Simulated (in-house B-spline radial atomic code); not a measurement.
The numbers below are computed, except where a source is named.
# Co ion on Hf atom: potential, deflection and energy transfer

The pair potential comes from two frozen, spherical free-atom densities (PBE, B-spline radial code, scalar-relativistic past argon): electrostatics plus the change in Thomas-Fermi kinetic and Dirac exchange energy where they overlap, the recipe behind the universal ZBL potential, which averages such potentials (from solid-state densities) over many pairs. It is written V = (Z1 Z2 e²/r) φ(r/a), with e² = 14.3996 eV·Å and a = 0.46850 Å/(Z1^0.23 + Z2^0.23); ZBL's fit is φ = 0.18175 e^(−3.1998x) + 0.50986 e^(−0.94229x) + 0.28022 e^(−0.4029x) + 0.02817 e^(−0.20162x). Where φ falls below 4e-4 it is continued as an exponential.

Masses 58.93 and 178.49 u.

```json
{"x = r/a": "0.1", "φ, this pair": "0.8833", "φ, ZBL": "0.8928"}
{"x = r/a": "0.5", "φ, this pair": "0.6048", "φ, ZBL": "0.6096"}
{"x = r/a": "1.5", "φ, this pair": "0.2966", "φ, ZBL": "0.2995"}
{"x = r/a": "3", "φ, this pair": "0.1284", "φ, ZBL": "0.1292"}
{"x = r/a": "5", "φ, this pair": "0.05136", "φ, ZBL": "0.05224"}
{"x = r/a": "8", "φ, this pair": "0.01653", "φ, ZBL": "0.01705"}
{"x = r/a": "12", "φ, this pair": "0.004573", "φ, ZBL": "0.00474"}
{"x = r/a": "17", "φ, this pair": "0.001205", "φ, ZBL": "0.001212"}
```

At x = 5 the electrostatic, kinetic and exchange parts are -333.14, 3500.42 and -216.26 eV. Find r, V and φ.

a = 0.46850/(2.1341 + 2.6742) = 0.09744 Å, so r = 0.48718 Å. V = -333.14 + 3500.42 + (-216.26) = 2951.02 eV. The bare repulsion is 27 × 72 × 14.3996/0.48718 = 57458 eV, so φ = 0.0514, -1.7 % against ZBL's 0.0522. The kinetic (Pauli) term is 119 % of V here, as the other two terms together attract.

The ion comes in at 3.821 keV with impact parameter 0.4872 Å. The scattering integral gives a centre-of-mass angle of 53.37° and a closest approach of 6.58 a. What are the reduced energy, the energy passed on and the laboratory angles?

ε = E a M2/(Z1 Z2 e² (M1 + M2)) = 3821 × 2.6168e-06 = 0.01. The most that one collision can pass on is γE with γ = 4 M1 M2/(M1 + M2)² = 0.7464. Here T = γE sin²(θ/2) = 0.7464 × 3821 × 0.2016 = 575.2 eV. The ion turns by arctan(sin θ/(cos θ + M1/M2)) = 40.9°, and the struck atom leaves at (180° − θ)/2 = 63.3°. The closest approach is 0.641 Å. With ZBL the angle would be 53.59° and T = 579.7 eV.
